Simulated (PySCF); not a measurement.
# Multinuclear NMR of 4-Methylpyridine

Cartesian coordinates in Å; atom numbers follow the order of the lines, from 1:
```xyz
14

C     1.959   -0.120    0.137
C     0.464   -0.022    0.079
C    -0.186    1.205   -0.082
C    -1.577    1.238   -0.159
N    -2.347    0.155   -0.087
C    -1.733   -1.015    0.068
C    -0.349   -1.156    0.157
H     2.376   -0.248   -0.875
H     2.406    0.789    0.563
H     2.283   -0.983    0.737
H     0.387    2.135   -0.143
H    -2.094    2.197   -0.283
H    -2.377   -1.900    0.129
H     0.091   -2.148    0.289
```

[PySCF 2.14.0 with density-fitted response routines: geometry from PBE0-D3(BJ)/def2-SVP; J: B3LYP/pcJ-1 (spin–dipole term only in couplings to heteroatoms); PBE0/pcSseg-1 with gauge-including orbitals; equivalent nuclei averaged; one conformer; no solvent model; relativity neglected]

Question: Predict the $^{15}$N NMR data.

Answer: 
```
atoms                  environment  σ (ppm)  δ (ppm)
   N5  pyridine-type ring nitrogen    -89.1    -68.9
```

Shieldings were converted by a linear fit to measured shifts: $^{15}$N (scatter 7.2 ppm rms vs CH3NO2, solution or neat liquid). Occasional misses reach two or three times the rms, and more in compound classes unlike the fitted ones. Couplings are scaled by factors fitted to measured values: $^{2}J$(H,H) × 0.91 (rms 0.6 Hz), $^{3}J$(H,H) × 0.91 (rms 0.4 Hz, 0.5 with 2 outliers); all others are unscaled and can be 10–30 % off.

Couplings (the largest are listed; each averaged over equivalent pairs): $^{2}J$(N5,H12) = -12.7 Hz, $^{2}J$(C3,N5) = 2.5 Hz, $^{3}J$(C2,N5) = -4.0 Hz, $^{3}J$(N5,H11) = -1.2 Hz. Signs are for $^{15}$N, whose magnetogyric ratio is negative.

On a 600 MHz spectrometer $^{15}$N resonates near 60.8 MHz, so 1 ppm is 60.8 Hz.
